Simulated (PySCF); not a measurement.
B₂H₄, SMILES BB.

Coordinates come from a B3LYP-D3(BJ)/def2-TZVP optimisation.

Two levels are set side by side: TDDFT-PBE/def2-TZVPD (PySCF) and ADC(2)/aug-cc-pVDZ (PySCF). Vertical, same geometry; the bases differ. Differences are taken from unrounded values.

| quantity | ADC(2) | TDDFT-PBE | TDDFT-PBE minus ADC(2) |
|---|---|---|---|
| lowest singlet excitation (eV) | 5.38 | 4.86 | -0.52 |

A lower first singlet is the usual sign of a functional without exact exchange. Differences between two approximate levels are no errors against the true value.

Rough cost on one machine, each run with all the roots and properties that it gave: ADC(2) against TDDFT-PBE within a factor of 2.
